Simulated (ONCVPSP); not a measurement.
Cutoff test, Ti (Z = 22), ONCV

* Element: Ti (Z = 22)
* Generator: ONCVPSP 4.0.1
* Type: optimised norm-conserving Vanderbilt (ONCV)
* Functional: Wu-Cohen
* Relativity: scalar-relativistic
* Frozen core: [Ar]
* Valence charge: 4
* Reference configuration: 3d2 4s1.75 4p0.25
* Partial waves: 4s: rc 2.50 bohr, ncon 3, nbas 8, qcut 2.9 1/bohr, 2 projectors, debl 1.7 Ha; 4p: rc 3.00 bohr, ncon 4, nbas 9, qcut 2.9 1/bohr, 2 projectors, debl 3 Ha; 3d: rc 1.25 bohr, ncon 5, nbas 8, qcut 7.8 1/bohr, local
* Local potential: the d channel
* Core correction: Teter function, fcfact 6, rcfact 1.45

Problem. For each optimised wave give the share of its norm inside rc, the residual kinetic energy above qcut (Ha) and the cutoffs (Ha) for errors of 10, 1, 0.1 and 0.01 mHa per electron.

Solution.

```csv
wave,norm inside rc,residual KE,10 mHa,1 mHa,0.1 mHa,0.01 mHa
4s,0.230,2.7e-05,1.6,2.8,3.8,5.7
s projector 2,0.150,1.9e-03,3.6,4.5,25.8,54.8
4p,0.171,5.9e-06,0.5,1.3,3.0,4.0
p projector 2,0.206,7.7e-02,8.7,33.6,39.4,49.1
3d,0.439,3.3e-02,56.8,127.5,147.5,161.7
```

The occupied waves need 127 Ha and 148 Ha for 1 and 0.1 mHa. Note: ghosts flagged at negative energy: s at -281.4 eV; GHOST(+) flagged for p at 10.8 eV, s at 44.7 eV. A true bound ghost makes a file unfit for plane-wave use. 3 of 4 tests not solved or not reliable.
